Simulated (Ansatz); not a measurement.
The multiplicity is imposed and other spin states were not computed.

Calculation: Ansatz (a program for electronic structure) with r2SCAN-D4/def2-SVP. No frequencies were computed at this level.

Ansatz 0.2 input:
```yaml
crystal:
  periodic: [false, false, false]
  atoms:
    - { symbol: Cd, position_ang: [-0.076165, 0.638375, 0.378824] }
    - { symbol: Cl, position_ang: [-1.809277, -0.780049, 0.314998] }
    - { symbol: O, position_ang: [1.507011, 0.352791, -0.680562] }
    - { symbol: H, position_ang: [2.213248, 1.000672, -0.611599] }
basis:
  gaussian: { orbitals: def2-svp }
hamiltonian:
  xc: r2scan
  dispersion: d4
relax:
  max_steps: 150
```

Output:

```
Functional definition: r2SCAN
704 factors; their error is unknown
mean field evaluation 1: about -19136.7748 eV, gradient 6.3e1 eV
mean field evaluation 2: about -19017.3267 eV, gradient 1.9e2 eV
mean field evaluation 4: about -19143.6735 eV, gradient 2.0e1 eV
mean field evaluation 8: about -19144.7932 eV, gradient 8.8e-2 eV
mean field evaluation 16: about -19144.7683 eV, gradient 1.7e-5 eV
mean field -19144.76828536 eV, -703.5572576969 hartree, gradient 1.7e-5 eV, S^2 0.000000; 0 other end points of the search recorded, 0 dependent functions left out
reference -19144.76829747 eV, -703.5572581422 hartree; 23, 23 occupied and 45, 45 virtual orbitals, 704 factors
relax step   1: F+E_penalty+E_count = -19144.78408961 eV  Δ(F+E_penalty+E_count) = +0.000e0 eV  max|allowed force component| = 1.292e0 eV/Å  Δτ_max = 0.0000 Å  (27 SCF iters, accepted)
these checks for a lower state are left out or cut short: starts, cluster_reference, orbital_swaps, neighbouring_geometries, increment
704 factors; their error is unknown
mean field -19145.09948539 eV, -703.5694290735 hartree, gradient 2.3e-5 eV, S^2 0.000000; 0 other end points of the search recorded, 0 dependent functions left out
reference -19145.09949743 eV, -703.5694295162 hartree; 23, 23 occupied and 45, 45 virtual orbitals, 704 factors
relax step   2: F+E_penalty+E_count = -19145.11475492 eV  Δ(F+E_penalty+E_count) = -3.307e-1 eV  max|allowed force component| = 7.377e-1 eV/Å  Δτ_max = 0.1983 Å  (36 SCF iters, accepted)
these checks for a lower state are left out or cut short: starts, cluster_reference, orbital_swaps, neighbouring_geometries, increment
704 factors; their error is unknown
mean field evaluation 32: about -19145.3110 eV, gradient 1.9e-5 eV
mean field -19145.31103451 eV, -703.5772033603 hartree, gradient 1.9e-5 eV, S^2 0.000000; 0 other end points of the search recorded, 0 dependent functions left out
reference -19145.31104639 eV, -703.5772037968 hartree; 23, 23 occupied and 45, 45 virtual orbitals, 704 factors
relax step   3: F+E_penalty+E_count = -19145.32597380 eV  Δ(F+E_penalty+E_count) = -2.112e-1 eV  max|allowed force component| = 6.305e-1 eV/Å  Δτ_max = 0.1957 Å  (35 SCF iters, accepted)
these checks for a lower state are left out or cut short: starts, cluster_reference, orbital_swaps, neighbouring_geometries, increment
704 factors; their error is unknown
mean field -19145.46009227 eV, -703.5826811320 hartree, gradient 1.2e-5 eV, S^2 0.000000; 0 other end points of the search recorded, 0 dependent functions left out
reference -19145.46010416 eV, -703.5826815688 hartree; 23, 23 occupied and 45, 45 virtual orbitals, 704 factors
relax step   4: F+E_penalty+E_count = -19145.47494582 eV  Δ(F+E_penalty+E_count) = -1.490e-1 eV  max|allowed force component| = 2.574e-1 eV/Å  Δτ_max = 0.1998 Å  (34 SCF iters, accepted)
these checks for a lower state are left out or cut short: starts, cluster_reference, orbital_swaps, neighbouring_geometries, increment
704 factors; their error is unknown
mean field -19145.50691947 eV, -703.5844019997 hartree, gradient 1.1e-5 eV, S^2 0.000000; 0 other end points of the search recorded, 0 dependent functions left out
reference -19145.50693134 eV, -703.5844024360 hartree; 23, 23 occupied and 45, 45 virtual orbitals, 704 factors
relax step   5: F+E_penalty+E_count = -19145.52174541 eV  Δ(F+E_penalty+E_count) = -4.680e-2 eV  max|allowed force component| = 4.761e-1 eV/Å  Δτ_max = 0.1345 Å  (35 SCF iters, accepted)
these checks for a lower state are left out or cut short: starts, cluster_reference, orbital_swaps, neighbouring_geometries, increment
704 factors; their error is unknown
mean field -19145.52786037 eV, -703.5851715639 hartree, gradient 9.2e-6 eV, S^2 0.000000; 0 other end points of the search recorded, 0 dependent functions left out
reference -19145.52787235 eV, -703.5851720040 hartree; 23, 23 occupied and 45, 45 virtual orbitals, 704 factors
relax step   6: F+E_penalty+E_count = -19145.54267624 eV  Δ(F+E_penalty+E_count) = -2.093e-2 eV  max|allowed force component| = 1.691e-1 eV/Å  Δτ_max = 0.1451 Å  (30 SCF iters, accepted)
these checks for a lower state are left out or cut short: starts, cluster_reference, orbital_swaps, neighbouring_geometries, increment
704 factors; their error is unknown
mean field -19145.53235753 eV, -703.5853368314 hartree, gradient 1.1e-5 eV, S^2 0.000000; 0 other end points of the search recorded, 0 dependent functions left out
reference -19145.53236941 eV, -703.5853372680 hartree; 23, 23 occupied and 45, 45 virtual orbitals, 704 factors
relax step   7: F+E_penalty+E_count = -19145.54720111 eV  Δ(F+E_penalty+E_count) = -4.525e-3 eV  max|allowed force component| = 8.740e-2 eV/Å  Δτ_max = 0.0362 Å  (29 SCF iters, accepted)
these checks for a lower state are left out or cut short: starts, cluster_reference, orbital_swaps, neighbouring_geometries, increment
704 factors; their error is unknown
mean field evaluation 64: about -19145.5548 eV, gradient 6.1e-1 eV
mean field -19145.53289406 eV, -703.5853565485 hartree, gradient 1.5e-5 eV, S^2 0.000000; 0 other end points of the search recorded, 0 dependent functions left out
reference -19145.53290595 eV, -703.5853569853 hartree; 23, 23 occupied and 45, 45 virtual orbitals, 704 factors
relax step   8: F+E_penalty+E_count = -19145.54776281 eV  Δ(F+E_penalty+E_count) = -5.617e-4 eV  max|allowed force component| = 7.800e-3 eV/Å  Δτ_max = 0.0082 Å  (29 SCF iters, accepted)
704 factors; their error is unknown
mean field -19145.53289406 eV, -703.5853565485 hartree, gradient 1.5e-5 eV, S^2 0.000000; 1 other end points of the search recorded, 0 dependent functions left out
reference -19145.53290595 eV, -703.5853569853 hartree; 23, 23 occupied and 45, 45 virtual orbitals, 704 factors
Total energy: -19145.54777469 eV, -703.5859034015 hartree
Atom 0 at    -0.002306     0.046717    -0.078961 Å, force     0.007800     0.003211    -0.002078 eV/Å
Atom 1 at    -2.084617    -0.527713     0.641721 Å, force    -0.005391    -0.002095     0.001498 eV/Å
Atom 2 at     1.792486     0.435776    -0.773776 Å, force    -0.003357    -0.002837    -0.000108 eV/Å
Atom 3 at     2.129254     1.257009    -0.387324 Å, force     0.000948     0.001721     0.000688 eV/Å
Dipole moment:     0.249424     0.307153     0.078407 e Å
```

Cost: roughly 30 core-seconds.
